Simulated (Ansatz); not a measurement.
Start from `C=[CH][Al]([Cl])[Cl]` and change one element to get `C=CB(Cl)Cl`.

Ansatz, PBE0-D4/def2-TZVP geometries, multiplicity 1. Each molecule was computed in one conformer, which needn't be the lowest.

| property | `C=[CH][Al]([Cl])[Cl]` |
| --- | --- |
| LUMO energy (PBE/def2-TZVPP) / eV | -2.49 |
| HOMO–LUMO gap (B3LYP/def2-TZVPP) / eV | 6.45 |
| ideal-gas entropy at 298 K and 1 bar (rigid rotor, harmonic PBE0-D4/def2-TZVP) / J/(mol·K) | 357 |
| HOMO energy (ωB97M-V/def2-TZVPP) / eV | -10.77 |
| zero-point energy (PBE0-D4/def2-TZVP) / kJ/mol | 119.2 |
| HOMO energy (B3LYP/def2-TZVPP) / eV | -8.27 |

What does the change do to each property? (Estimate.)

The calculation gave: 
```tsv
property	`C=CB(Cl)Cl`	shift
LUMO energy (PBE/def2-TZVPP) / eV	-3.09	-0.60
HOMO–LUMO gap (B3LYP/def2-TZVPP) / eV	5.92	-0.53
ideal-gas entropy at 298 K and 1 bar (rigid rotor, harmonic PBE0-D4/def2-TZVP) / J/(mol·K)	328	-29
HOMO energy (ωB97M-V/def2-TZVPP) / eV	-10.74	0.03
zero-point energy (PBE0-D4/def2-TZVP) / kJ/mol	129.9	10.7
HOMO energy (B3LYP/def2-TZVPP) / eV	-8.28	-0.01
```

B3LYP here is the variant with VWN-RPA as its local correlation; programs differ in this.
